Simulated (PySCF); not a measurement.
Te(Cl)(SMe) (CH3ClSTe), SMILES Cl[Te]SC. Geometry: B3LYP-D3(BJ)/def2-SVP. This is a generated structure with no PubChem entry under its InChIKey; it may be hypothetical. The def2 effective core potentials stand for the cores of Te; spin–orbit coupling is left out. Other conformers were not sampled.

Computed equilibrium geometry at B3LYP-D3(BJ)/def2-SVP (PySCF confirms it by a frequency run) as Cartesian coordinates in Å (one conformer of several):
```xyz
7

Te     0.2312     0.0321     0.7354
Cl     0.8228     1.9406    -0.6324
S     -0.3835    -1.5692    -0.9270
C     -2.0968    -1.0877    -1.3709
H     -2.7620    -1.1350    -0.4987
H     -2.4285    -1.8126    -2.1299
H     -2.1029    -0.0784    -1.8033
```
